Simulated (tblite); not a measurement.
Species: C6H13O (doublet state).
Cartesian coordinates in Å at the GFN2-xTB level; atoms count from 1:
```xyz
20
C6H13O angstrom
C     -1.6314    1.1507   -1.0341
C     -1.3056   -0.2227   -0.6077
C     -2.4627   -0.8087    0.2335
C     -0.0077   -0.2597    0.2128
C      1.2013    0.1308   -0.6324
C      2.4904    0.1533    0.1889
O      3.6120    0.5548   -0.5620
H     -1.5022    1.9669   -0.3498
H     -2.1404    1.3362   -1.9592
H     -1.1889   -0.8619   -1.4909
H     -2.2367   -1.8330    0.5207
H     -3.3861   -0.8017   -0.3399
H     -2.6084   -0.2156    1.1327
H     -0.0989    0.4299    1.0543
H      0.1400   -1.2638    0.6171
H      1.3136   -0.5810   -1.4564
H      1.0363    1.1192   -1.0671
H      2.4096    0.8826    0.9982
H      2.6637   -0.8386    0.6346
H      3.6970   -0.0271   -1.3255
```

All values are computed: GFN2-xTB (tblite) harmonic vibrations without scaling, gas phase. The method is semi-empirical: single wavenumbers can be off by several per cent or more. One conformer, not necessarily the lowest. Open shells enter through the occupations alone, without spin polarisation, and single modes of such species can be off by tens of per cent.

Harmonic wavenumbers (cm⁻¹): 64.8, 76.2, 98.4, 129.2, 139.4, 216.0, 280.5, 304.4, 346.5, 384.8, 433.8, 486.6, 530.4, 784.4, 861.5, 885.9, 929.2, 983.2, 1000.2, 1030.9, 1048.7, 1089.5, 1095.8, 1104.2, 1156.4, 1185.9, 1236.3, 1254.8, 1266.4, 1290.5, 1318.6, 1330.3, 1350.3, 1363.1, 1389.3, 1407.4, 1482.5, 1488.8, 1492.6, 1495.0, 1498.4, 2858.3, 2913.4, 2946.2, 2967.2, 2980.7, 2984.0, 2987.2, 3025.0, 3039.2, 3042.4, 3132.5, 3175.4, 3543.5.

A = 6696, B = 1020, C = 939.5 MHz; mass 101.097 u (most abundant isotopes); point group C1, symmetry number 1; spin multiplicity 2.

**Question.** What is the zero-point energy?

**Answer.** Half the sum of the wavenumbers: 38453 cm⁻¹ = 109.94 kcal/mol.

**Question.** Give the ideal-gas entropy at 350 K and 1 bar in the rigid-rotor, harmonic-oscillator model (classical rotation).

**Answer.** Translation 40.57, rotation 28.78, vibration 33.38, spin (R ln 2) 1.38: S = 104.1 cal/(mol K).

**Question.** And Cp and H(350 K) − H(0)?

**Answer.** Cp = 41.58 cal/(mol K), of which vibrations give 33.63 (their classical limit is 54 R = 107.3); H(350 K) − H(0) = 8.85 kcal/mol without the zero-point energy, 6.07 from vibrations.

**Question.** What must be added to the electronic energy to get the Gibbs energy at 350 K and 1 bar?

**Answer.** ZPE + [H(350 K) − H(0)] − T·S = 109.94 + 8.85 − 36.44 = 82.35 kcal/mol.

**Question.** Which modes carry the vibrational entropy at 350 K?

**Answer.** 64.8 cm⁻¹: 4.62; 76.2 cm⁻¹: 4.30; 98.4 cm⁻¹: 3.80; 129.2 cm⁻¹: 3.27; 139.4 cm⁻¹: 3.12; 216.0 cm⁻¹: 2.29 cal/(mol K); the other 48 give 11.98 together.

**Question.** Blend soft modes into free rotors: weight 1/[1 + (100 cm⁻¹/ν̃)⁴] for the oscillator and the rest for a rotor with moment μB/(μ + B), μ = h/(8π²ν), B = 10⁻⁴⁴ kg m². What vibrational entropy results?

**Answer.** 31.00 cal/(mol K) in place of 33.38, which changes −T·S at 350 K by +0.83 kcal/mol.

**Question.** How do the functions run with temperature in this model?

**Answer.** 
```csv
T (K),S (cal/(mol K)),Cp (cal/(mol K)),H − H(0) (kcal/mol),G − H(0) (kcal/mol),ln q(vib)
50,58.0,13.4,0.49,-2.40,0.39
100,69.1,19.1,1.31,-5.60,1.59
298.15,97.9,36.6,6.83,-22.35,6.77
373.15,106.8,43.8,9.84,-30.03,8.65
500,121.3,55.2,16.14,-44.51,11.77
750,147.1,71.9,32.16,-78.13,17.78
1000,169.4,83.1,51.63,-117.75,23.46
```

q(vib) and H(0) count from the zero-point level.

Hindered rotation and anharmonicity are outside this model. Other conformers, if any are populated, would add a mixing term that is left out. The structure is chiral; the term R ln 2 for an equal mix with its mirror image is left out.
